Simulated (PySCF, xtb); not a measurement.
C₂H₅BF₂O, SMILES FB(OCC)F. Other conformers were not sampled.

Harmonic wavenumbers (cm⁻¹) from GFN2-xTB (xtb) at its own minimum, in rising order: 24, 119, 165, 232, 362, 434, 490, 546, 778, 836, 957, 1082, 1107, 1151, 1249, 1273, 1323, 1396, 1432, 1465, 1473, 1489, 2936, 2951, 3046, 3053, 3056.

What does PySCF with PBE-D3(BJ)/def2-SVP give at its own minimum? (An estimate is asked for; the answer gives what the named calculation found.)

51, 103, 193, 282, 384, 459, 524, 657, 769, 799, 918, 1072, 1098, 1144, 1272, 1321, 1356, 1394, 1411, 1425, 1434, 1498, 2977, 2978, 3036, 3073, 3079. Paired by order, the mean absolute difference is 28 cm⁻¹ and the zero-point energies are 49.2 and 49.6 kcal/mol.
